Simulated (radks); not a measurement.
Valence configurations of Rh III (all share [Kr]). Calculated with a radial shooting solver on a logarithmic mesh with Libxc functionals: scalar-relativistic Kohn-Sham, PBEsol, spin-unpolarised, spherical densities, finite nucleus; Fermi nuclear charge, rms radius 4.4945 fm. Energies are relative to 4d7; eigenvalues in eV.

4d7: E (eV) 0.000; e(4d) -25.736
4d6.5 5s0.5: E (eV) 3.302; e(4d) -27.542; e(5s) -20.471
4d6.5 5p0.5: E (eV) 6.381; e(4d) -28.138; e(5p) -14.687
4d6 5s1: E (eV) 7.080; e(4d) -29.387; e(5s) -21.339
4d5.5 5s1.5: E (eV) 11.358; e(4d) -31.266; e(5s) -22.192
4d6 5p1: E (eV) 13.458; e(4d) -30.553; e(5p) -15.686
4d5 5s2: E (eV) 16.162; e(4d) -33.176; e(5s) -23.026
4d5 5s1 5p1: E (eV) 22.955; e(4d) -34.306; e(5p) -16.908; e(5s) -23.737
4d5 5p2: E (eV) 29.819; e(4d) -35.403; e(5p) -17.507
4d4 5s1 5p2: E (eV) 41.948; e(4d) -39.237; e(5p) -18.618; e(5s) -25.949

NIST lists [Kr] 4d7 as the ground configuration; this level of theory agrees among the configurations tried. The energies are those of spherical spin-averaged densities, not of single terms.
